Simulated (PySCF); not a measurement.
CH4NO (SMILES NC=[OH+]), charge +1, singlet, geometry from GFN2-xTB. Base run: CAMB3LYP/6-31G*, TDA (PySCF).

Here is a job for PySCF.
```python
from pyscf import gto, scf, dft, tdscf

mol = gto.Mole()
mol.atom = '''
    N     1.10015826    0.21594037    0.04590724
    C    -0.01944171   -0.42853510   -0.01516889
    O    -1.18046723    0.07163301   -0.03900407
    H     1.14809919    1.23261013    0.08195815
    H     1.99027847   -0.27101640    0.06068226
    H    -0.00328106   -1.52044704   -0.05151387
    H    -1.27581631    1.04541719   -0.00943132
'''
mol.basis = '6-31g*'
mol.charge = 1
mol.verbose = 4
mol.build()

mf = dft.RKS(mol)
mf.xc = 'camb3lyp'
mf.kernel()
td = mf.TDA()
td.nstates = 5
td.kernel()
td.analyze()
```

The base run was repeated with changes; each row names its change, and settings that it needs were set with it.

```
change                           first excitation (eV)  oscillator strength of the first  second (eV)  core-seconds (rough)
-------------------------------  ---------------------  --------------------------------  -----------  --------------------
base                                              8.91                             0.011         9.21                    30
nstates = 2                                       8.91                             0.011         9.21                    20
states = triplets                                 5.82                                 -         8.25                    30
response = full linear response                   8.73                             0.302         8.87                    60
functional = blyp                                 8.32                             0.010         9.07                    20
basis = 6-31G                                     8.48                             0.015         9.20                    20
functional = lc_wpbe                              8.96                             0.011         9.24                    30
functional = pbe                                  8.35                             0.010         9.18                    20
functional = bhandhlyp                            9.39                             0.417         9.40                    20
guess vectors = 13 for 5 states                   8.91                             0.011         9.21                    30
```

An iterative solver can miss low states, so a row lists the states that it found.
